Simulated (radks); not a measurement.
Q: Excited configurations of Sm+: one electron is placed in a higher orbital outside [Xe] 4f6. The ground configuration is [Xe] 4f6 6s1. All-electron calculation, Dirac Kohn-Sham, PBE, spin-unpolarised, spherical densities, finite nucleus; open shells are shared between the two j in proportion to 2j + 1; Fermi nuclear charge, rms radius 5.0819 fm. Program: a radial shooting solver on a logarithmic mesh with Libxc functionals. Excitation = E - E(ground); binding = E(ion) - E, where the ion is the core of charge +2; n* = 2/sqrt(2 binding) in atomic units, and the quantum defect is n - n*. Eigenvalue and <r> are those of j = l + 1/2.

outer orbital  excitation (eV)  binding (eV)     n*  quantum defect  eigenvalue (eV)  <r> (bohr)
5d                       1.405         9.682  2.371           2.629           -5.960       3.035
5f                       7.584         3.503  3.941           1.059           -2.485       8.708
6p                       3.116         7.972  2.613           3.387           -5.866       5.001
6d                       6.420         4.667  3.415           2.585           -3.486       7.654
6f                       8.723         2.365  4.797           1.203           -1.790       14.84
7s                       5.721         5.366  3.185           3.815           -4.249       7.933
7p                       6.786         4.302  3.557           3.443           -3.329       9.526
7f                       9.399         1.689  5.677           1.323           -1.324       22.30

Estimate the row for 7d.

A: excitation (eV) 8.210; binding (eV) 2.877; n* 4.349; quantum defect 2.651; eigenvalue (eV) -2.239; <r> (bohr) 13.36. The Delta-SCF ionisation energy is 11.087 eV (NIST Atomic Spectra Database: 11.08 eV, semi-empirical). Self-interaction in the functional shifts the binding energies and quantum defects, so they are the method's values and not measured ones. Spin polarisation and multiplet splitting are left out, so open shells lie too high by an amount that depends on their filling. Sharing an open shell by 2j + 1 raises it above the true ground level by a part of the spin-orbit splitting, which enters the differences from NIST.

Beside tabulated values, note that spin-unpolarised runs miss the spin-polarisation part of the exchange energy of open shells.
